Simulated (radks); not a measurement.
The numbers below are computed, except where a source is named.
Task: These are the eigenvalues of the occupied orbitals of an atom or ion with whole-number occupations (eV). Level of theory: scalar-relativistic Kohn-Sham, SCAN, spin-polarised, spherical densities, finite nucleus; meta-GGA in the generalised Kohn-Sham scheme; Fermi nuclear charge, rms radius of each element as measured or else 0.836 A^(1/3) + 0.57 fm (a radial shooting solver on a logarithmic mesh with Libxc functionals).

1s down: -65379.71
1s up: -65379.71
2s up: -11229.40
2s down: -11229.37
2p up: -9860.252
2p down: -9860.224
3s down: -2590.881
3s up: -2590.875
3p down: -2179.156
3p up: -2179.153
3d up: -1691.244
3d down: -1691.230
4s up: -548.9727
4s down: -548.9398
4p up: -413.2864
4p down: -413.2513
4d up: -237.3870
4d down: -237.3325
5s up: -95.5315
5s down: -95.1751
5p up: -63.3672
5p down: -62.8198
4f up: -44.4958
4f down: -44.3308
5d up: -27.3724

Which element is it, and in what charge state? The configuration may be excited. Open shells, if any, are filled with parallel spins first.

Result: Z = 72, hafnium, charge +3: Hf3+ in [Xe] 4f14 5d1. The list shows which subshells hold electrons but not how many an open one holds; the 1s level, -2402.7 hartree, gives Z - s = 69.3 by -(Z - s)^2/2, which with screening and relativity narrows Z to a few neighbours, and the depths of the outer levels then fix element, charge and occupations together.
